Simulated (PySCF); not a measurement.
Run record for `CC=C(C#N)C#N`: B97-2/ANO-RCC-VDZP, start guess huckel, full TDDFT, 12 singlets.

Method: TDDFT B97-2/ANO-RCC-VDZP, vertical, gas phase, core orbitals frozen in the response (PySCF 2.14.0, density-fitted response routines). Geometry: GFN2-xTB. The command runs a driver script over a list of jobs; the input below is this job's line of settings and its coordinates in Å.

Command:
```bash
OMP_NUM_THREADS=1 python probes_run.py task.json out
```

Input:
```
{"job": {"kind": "uv", "xc": "B97-2", "basis": "ANO-RCC-VDZP", "nstates": 12, "ntriplets": 2, "tda": false, "scf": {"guess": "huckel"}}, "charge": 0, "multiplicity": 1}
C      1.164494    -0.830297     0.615225
C      0.200044     0.283885     0.481460
C     -0.626397     0.456570    -0.565593
C     -1.531812     1.546122    -0.633817
N     -2.264007     2.424731    -0.686014
C     -0.662794    -0.424367    -1.676767
N     -0.694902    -1.131213    -2.577144
H      1.126302    -1.502204    -0.239211
H      0.952126    -1.391456     1.525905
H      2.174889    -0.432505     0.715959
H      0.167483     1.003404     1.290052
```

Problem. What does the run print?

Solution. 
```
final grid: 99512 points
cycle   1  E = -287.0294112175  dE =  1.133e+01  |g| = 6.249e+00  |ddm| = 8.623e+00
cycle   2  E = -227.2439188137  dE =  5.979e+01  |g| = 1.033e+01  |ddm| = 1.885e+01
cycle   3  E = -297.7396944114  dE = -7.050e+01  |g| = 3.205e+00  |ddm| = 1.962e+01
cycle   4  E = -283.3887640154  dE =  1.435e+01  |g| = 5.733e+00  |ddm| = 1.350e+01
cycle   5  E = -301.9023515961  dE = -1.851e+01  |g| = 1.361e+00  |ddm| = 9.046e+00
cycle   6  E = -302.0173937429  dE = -1.150e-01  |g| = 1.174e+00  |ddm| = 1.744e+00
cycle   7  E = -302.2856496271  dE = -2.683e-01  |g| = 5.252e-01  |ddm| = 1.175e+00
cycle   8  E = -302.3349982553  dE = -4.935e-02  |g| = 3.049e-01  |ddm| = 4.594e-01
cycle   9  E = -302.3596060371  dE = -2.461e-02  |g| = 5.952e-02  |ddm| = 3.509e-01
cycle  10  E = -302.3601019327  dE = -4.959e-04  |g| = 3.488e-02  |ddm| = 7.868e-02
cycle  11  E = -302.3604415170  dE = -3.396e-04  |g| = 5.981e-03  |ddm| = 3.667e-02
cycle  12  E = -302.3604505436  dE = -9.027e-06  |g| = 2.349e-03  |ddm| = 7.325e-03
cycle  13  E = -302.3604519052  dE = -1.362e-06  |g| = 7.611e-04  |ddm| = 2.915e-03
cycle  14  E = -302.3604520071  dE = -1.019e-07  |g| = 3.915e-04  |ddm| = 1.024e-03
cycle  15  E = -302.3604520484  dE = -4.131e-08  |g| = 6.151e-05  |ddm| = 4.440e-04
cycle  16  E = -302.3604520493  dE = -9.204e-10  |g| = 2.491e-05  |ddm| = 7.596e-05
converged SCF energy = -302.3604520493

Static polarisability (au): isotropic 61.619, principal 34.223 68.015 82.620

Singlet excitations
state   eV       nm        f      main configurations
  1   5.6861    218.0   0.35202   H->L 0.94
  2   5.9804    207.3   0.00006   H-1->L 0.98
  3   6.2950    197.0   0.00078   H-3->L 0.85, H->L+1 0.10
  4   6.4992    190.8   0.00011   H->L+1 0.81, H-3->L 0.11
  5   6.6415    186.7   0.03803   H-2->L 0.91
  6   6.9577    178.2   0.00000   H-4->L 0.95
  7   7.1833    172.6   0.01125   H-5->L 0.95
  8   7.2761    170.4   0.00105   H->L+2 0.87
  9   7.6961    161.1   0.00019   H-6->L 0.94
 10   7.8226    158.5   0.00046   H-2->L+1 0.45, H->L+5 0.37
 11   7.8437    158.1   0.01336   H->L+3 0.69, H-1->L+1 0.23
 12   8.2087    151.0   0.14085   H-7->L 0.86

Triplet excitations (Tamm-Dancoff, eV): 3.4052 5.6572
```

H and L stand for HOMO and LUMO; the number after each pair is its weight.

Problem. Give S1 in cm⁻¹ and kJ/mol.

Solution. 5.6861 eV × 8065.54 = 45861 cm⁻¹; × 96.485 = 548.6 kJ/mol.

Problem. How does the lowest singlet excitation compare with the HOMO–LUMO gap?

Solution. HOMO -8.19 eV and LUMO -2.49 eV give a gap of 5.70 eV; S1 at 5.69 eV lies 0.01 eV below it.

In short: SCF converged in 16 cycles with 118 basis and 771 fitting functions; HOMO -8.19 eV, LUMO -2.49 eV; lowest singlet 5.69 eV; lowest triplet 3.41 eV (Tamm–Dancoff); mean polarisability 61.6 au.

ANO-RCC sets were contracted for a scalar-relativistic Hamiltonian, but ran non-relativistically here. The basis is contracted for a relativistic Hamiltonian, but the run is non-relativistic.

Problem. Estimate the wall time. Hardware: Arm Neoverse V2, one thread, no GPU, shared host. And the peak memory of the process?

Solution. About 23 s (density and orbital grids were written too), with 0.58 GiB resident at the peak, the Python interpreter and its libraries included.
